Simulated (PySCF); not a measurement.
## Polarisability and C₆ of Be (beryllium, neutral)

[He] 2s2, closed-shell 1S. Calculation: PySCF 2.14, in aug-cc-pVQZ with one added diffuse shell each of s, p, d, f, g type (7s6p5d4f3g, 105 functions); no relativity, point nucleus. Coupled (time-dependent) response in atomic units; α is the mean over directions.

```
method  mean α (bohr³)  C₆ (like pair)  S(−4)
   UHF           45.61           282.5   1431
   PBE           42.93           257.5   1279
  PBE0           42.98           258.3   1277
M06-2X           43.20           244.0   1485
  BLYP           43.35           259.5   1324
```

S(−4) is the Cauchy moment in α(ω) = α(0) + S(−4) ω² + …

Reference α: 37.74 ± 0.03 bohr³ (recommended; Schwerdtfeger and Nagle, table of static dipole polarizabilities (2023 update)). Published C₆: 227.0 (Chu and Dalgarno (2004); Tang, Norbeck and Certain (1976)).

Hartree-Fock lies above the reference because it lacks correlation, which contracts the outer shell.

α(iu) at UHF:

```tsv
u (hartree)	α(iu) (bohr³)
0	45.61
0.0500	42.29
0.100	34.76
0.200	20.44
0.300	12.26
0.500	5.538
0.750	2.768
1.00	1.669
1.50	0.8140
2.00	0.4917
3.00	0.2453
5.00	0.1037
```

A single London oscillator, α(iu) = α/(1 + u²/ω²), gives C₆ = (3/4) ω α². Matching the computed C₆ needs ω = 4 × 282.5 / (3 × 45.61²) = 0.181 hartree.
